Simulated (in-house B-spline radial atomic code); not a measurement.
A calculation on the bromine ion Br³⁺ (an excited or competing configuration): its settings, and results tabulated from the run. Computed with an all-electron radial atomic-structure program (B-spline basis): non-relativistic BHandHLYP, spin-polarised, spherical fractional occupations, point nucleus.

Command:
```bash
python run_scf.py task.json out
```
Settings:
```
Z                35
configuration    [Ar] 3d10 4s2 4p1 5d1
hamiltonian      nr
method           bhandhlyp
spin_polarised   True
```

Output (hartree, bohr):
```
 radial grid: 54 intervals, B-splines of order 8, outer radius 39.1892 bohr

 iter        energy (Eh)    residual
    1       -2568.508938    4.58e-01
    2       -2569.620976    2.14e-01
    3       -2570.343607    2.51e-02
    4       -2570.357636    6.16e-03
    5       -2570.357878    2.55e-03
    6       -2570.357977    7.54e-04
    7       -2570.357985    1.99e-05
    8       -2570.357985    1.86e-06
    9       -2570.357985    4.14e-07
   10       -2570.357985    2.43e-08

 total energy                     -2570.35799
 kinetic                            2569.0462
 electron-nucleus                  -6091.6959
 Hartree                            1042.0585
 exact exchange                      -44.0164
 exchange-correlation                -45.7505

 orbital      occ     eigenvalue          <r>       <r^2>       <1/r>     <1/r^2>       <r^4>       r_max
 1s up      1.000      -487.3977    0.0436781  0.00255484     34.4997     2392.01  1.6597e-05     0.02886
 1s down    1.000      -487.3927    0.0436778   0.0025548     34.4999     2392.03 1.65965e-05     0.02886
 2s up      1.000       -65.2978     0.193395   0.0440302     7.66233     239.502  0.00333938      0.1628
 2s down    1.000       -65.2938     0.193388   0.0440264     7.66246     239.504  0.00333861      0.1628
 2p up      3.000       -58.9387     0.167124   0.0341233     7.62607     79.2178  0.00232651      0.1291
 2p down    3.000       -58.9322     0.167129   0.0341251      7.6258     79.2121  0.00232666      0.1291
 3s up      1.000       -10.9216     0.559969    0.360101     2.53347     39.3362    0.204612      0.4928
 3s down    1.000       -10.9127      0.55996     0.36001     2.53285     39.3068    0.204243      0.4929
 3p up      3.000        -8.6582     0.566853    0.375645     2.41791     12.6412    0.237038      0.4851
 3p down    3.000        -8.6467        0.567    0.375755     2.41673     12.6277    0.236878      0.4854
 3d up      5.000        -4.6325     0.581978    0.416526     2.16759     6.11353    0.363803      0.4309
 3d down    5.000        -4.6239     0.580985    0.414607     2.16948     6.12126    0.358398      0.4309
 4s up      1.000        -2.3686      1.54174      2.6749    0.854062     5.43972     10.5913       1.378
 4s down    1.000        -2.2850      1.54613     2.69692    0.853761     5.45348     10.8896       1.374
 4p up      1.000        -1.6864      1.73313     3.39943    0.750718     1.60793     17.5235       1.528
 5d up      1.000        -0.4325      5.22336     30.6099    0.254322    0.165993     1302.25       5.076
```

Time taken, with all properties: 0.13 s on 1 thread of Intel(R) Xeon(R) Platinum 8488C (shared host).

Caution: exact exchange at fractional occupations of open shells leaves self-interaction of up to several eV.
